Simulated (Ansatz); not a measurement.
Reaction (atomization): `F/[C]([AlH2])=C\[SiH3]` → Al• + 2 C• + F• + 6 H• + Si•

Program: Ansatz. Geometries: PBE0-D4/def2-TZVP. ΔE: electronic, gas phase. CCSD(T)/CBS adds triple-zeta CCSD(T) − MP2 to the extrapolated MP2 energy (def2 sets, frozen cores). This one scheme is used for every species, atoms too. DFT in def2-TZVPP. B3LYP here is the variant with VWN-RPA as its local correlation; programs differ in this. No spin–orbit coupling; open shells (•) take unrestricted orbitals. Spin–orbit coupling would lower the free atoms: a little for Al, C, F, Si.

| level | ΔE (eV) | difference from CCSD(T)/CBS |
| --- | --- | --- |
| PBE-D4 | 38.90 | 0.44 |
| r2SCAN-D4 | 38.59 | 0.13 |
| PBE0-D4 | 38.30 | -0.16 |
| B3LYP-D4 | 38.45 | -0.01 |
| PBE | 38.66 | 0.20 |
| r2SCAN | 38.53 | 0.07 |
| B3LYP | 38.07 | -0.39 |
| HF/def2-TZVPP | 28.49 | -9.97 |
| MP2/def2-TZVPP | 37.93 | -0.53 |
| SCS-MP2/def2-TZVPP | 37.87 | -0.59 |
| CCSD/def2-TZVPP | 36.92 | -1.54 |
| HF/def2-QZVPP | 28.55 | -9.91 |
| MP2/def2-QZVPP | 38.52 | 0.06 |
| HF/CBS(def2) | 28.56 | -9.90 |
| MP2/CBS(def2) | 38.92 | 0.46 |
| CCSD/CBS(def2) | 37.90 | -0.56 |
| CCSD(T)/CBS | 38.46 | 0 |

Largest T1 diagnostic among the species: 0.018.

The D4 term adds +0.38 eV with B3LYP and +0.20 eV with PBE0; it sums over pairs of atoms, weighted by their polarisabilities, and B3LYP, whose exchange is more repulsive, gets the larger term. In def2-TZVPP, CCSD(T) changes the Hartree–Fock value by +8.99 eV (the triples alone add +0.56 eV) and MP2 by +9.44 eV; breaking electron pairs costs correlation energy, which Hartree–Fock lacks.

For atomizations the MP2-based limit and the directly extrapolated one differ by several kJ/mol either way, and by 10 to 25 for some Ge, Se and Sn compounds, so smaller differences from it don't rank the levels.
